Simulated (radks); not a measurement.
Spherical jellium clusters: N electrons in a uniform positive sphere of charge N and radius rs N^(1/3), rs = 3.89 bohr. Calculated with a radial shooting solver with Libxc functionals: non-relativistic Kohn-Sham, exchange-only LDA, spin-polarised, spherical densities. Levels are named by radial order and angular momentum (1s, 1p, 1d, 2s, ...), and open shells are averaged over m.

N = 16, configuration 1s2 1p6 1d(up 5, down 2) 2s(up 1, down 0). This is the lowest configuration that the search found. Occupied and some empty levels:

| level | occupation | eigenvalue (eV) | <r> (bohr) |
|---|---|---|---|
| 1s up | 1 | -4.6943 | 6.073 |
| 1s down | 1 | -4.0324 | 6.329 |
| 1p up | 3 | -3.7406 | 7.383 |
| 1p down | 3 | -3.1532 | 7.409 |
| 1d up | 5 | -2.5984 | 8.331 |
| 2s up | 1 | -2.2042 | 7.158 |
| 1d down | 2 | -2.0190 | 8.386 |
| 2s down | 0 | -1.4195 | 7.924 |
| 1f up | 0 | -1.3137 | 9.298 |
| 2p up | 0 | -0.87170 | 9.809 |
| 1f down | 0 | -0.75539 | 9.546 |
| 2p down | 0 | -0.42348 | 11.36 |

Energy (eV): total -15.9357, kinetic 28.720, external -834.19, Hartree 408.98, exchange-correlation -45.842, background 426.40.

Electron density:

| r (bohr) | n(r) (e/bohr^3) |
|---|---|
| 0.321 | 0.004650 |
| 1.13 | 0.004461 |
| 1.93 | 0.004173 |
| 2.74 | 0.003953 |
| 3.54 | 0.003926 |
| 4.35 | 0.004099 |
| 5.16 | 0.004363 |
| 5.96 | 0.004529 |
| 6.77 | 0.004405 |
| 7.58 | 0.003887 |
| 8.38 | 0.003041 |
| 9.19 | 0.002080 |
| 9.99 | 0.001252 |
| 10.8 | 0.0006847 |
| 11.6 | 0.0003541 |
| 12.4 | 0.0001745 |
| 13.2 | 0.00008378 |
| 14.0 | 0.00003989 |
| 14.8 | 0.00001864 |
| 15.6 | 8.731e-06 |
